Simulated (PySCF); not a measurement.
# Orbital picture of CaBr

PBE0 at R = 2.593 Å; PySCF, spin-free X2C with a Gaussian nucleus, basis sets Ca x2c-TZVPall, Br x2c-TZVPall. State: ²Σ⁺ (doublet), unpaired electrons σ ↑. Only the outer orbitals are listed, counted within each symmetry.

```
spin  orbital  occ.  ε (eV)  on Ca (%)   main shells (%)
   α       5π     1  -30.57        100          100 Ca p
   α       5π     1  -30.57        100          100 Ca p
   α      11σ     1  -30.48         99           99 Ca p
   α      12σ     1  -20.43          2           98 Br s
   α      13σ     1   -8.24         11           88 Br p
   α       6π     1   -7.53          5           94 Br p
   α       6π     1   -7.53          5           94 Br p
   α      14σ     1   -4.51         98  80 Ca s, 15 Ca p
   α       7π     0   -1.36        100  74 Ca p, 26 Ca d
   α       7π     0   -1.36        100  74 Ca p, 26 Ca d
   α      15σ     0   -1.10         98  54 Ca d, 42 Ca p
   β       5π     1  -30.47        100          100 Ca p
   β       5π     1  -30.47        100          100 Ca p
   β      11σ     1  -30.33         99           99 Ca p
   β      12σ     1  -20.40          2           98 Br s
   β      13σ     1   -8.15         10           89 Br p
   β       6π     1   -7.52          5           95 Br p
   β       6π     1   -7.52          5           95 Br p
   β      14σ     0   -2.27         99           88 Ca s
   β      15σ     0   -0.38         98  49 Ca d, 49 Ca p
   β       7π     0   -0.37        100  67 Ca p, 33 Ca d
```

Problem. Which are the highest filled and the lowest empty level, where do they sit, and how wide is the gap?

Solution. Highest filled α 14σ at -4.51 eV (in %: 80 Ca s, 15 Ca p); lowest empty β 14σ at -2.27 eV (in %: 88 Ca s); the gap at PBE0 is 2.24 eV.

```
bond order (Mayer)                               : 0.78
⟨S²⟩                                             : 0.750
charge on Ca (Mulliken, basis-dependent)         : 0.58
charge on Ca (Löwdin, basis-dependent)           : 0.17
dipole moment (positive dipole means Ca(−)Br(+)) : -4.10 D
polarisability along the bond                    : 133.6 bohr³
polarisability across the bond                   : 154.6 bohr³
```

Spin–orbit coupling is left out. The state is the lowest determinant that a PBE0 search found; another state may lie lower at other levels.
